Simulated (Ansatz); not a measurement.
Species: C$_{3}$H$_{10}$GeN, charge -1, multiplicity 1. It need not be the lowest isomer of its formula. Whether it binds its extra electron was not tested at this geometry. 
Geometry from a B3LYP-D3(BJ)/def2-TZVP (Ansatz, a first-principles code) optimisation:
```xyz
15

C      1.5067    -1.1952    -0.2374
Ge    -0.0353     0.0156     0.1504
C     -1.5152    -0.7022    -1.0398
C      0.4447     1.7269    -0.8307
N     -0.2871     0.0669     1.9146
H      1.7060    -1.2637    -1.3106
H      2.4029    -0.8231     0.2641
H      1.2953    -2.1959     0.1459
H     -1.8130    -1.6953    -0.6942
H     -2.3906    -0.0485    -0.9846
H     -1.2019    -0.7718    -2.0871
H      0.6675     1.5451    -1.8878
H     -0.3841     2.4383    -0.7705
H      1.3180     2.1854    -0.3602
H     -1.0767     0.6866     2.1164
```
Charge -1, spin multiplicity 1.

Basis-set convergence of Hartree-Fock and CCSD correlation energies (hartree) with Ansatz. Valence correlation only, unless marked. No spin-orbit coupling. Frozen are the shells of the preceding noble gas and the d and f shells that filled before the atom's block. No relativistic terms. This anion needs diffuse functions, which these sets lack.

```tsv
basis	functions	E(HF)	E(corr, CCSD)
cc-pVDZ	133	-2249.17473	-0.79127
cc-pVTZ	303	-2249.31814	-0.94856
cc-pVQZ	588	___	___
```

Q: Fill in the missing entries.

A: 
- cc-pVQZ, E(HF): -2249.33715
- cc-pVQZ, E(corr, CCSD): -0.99580
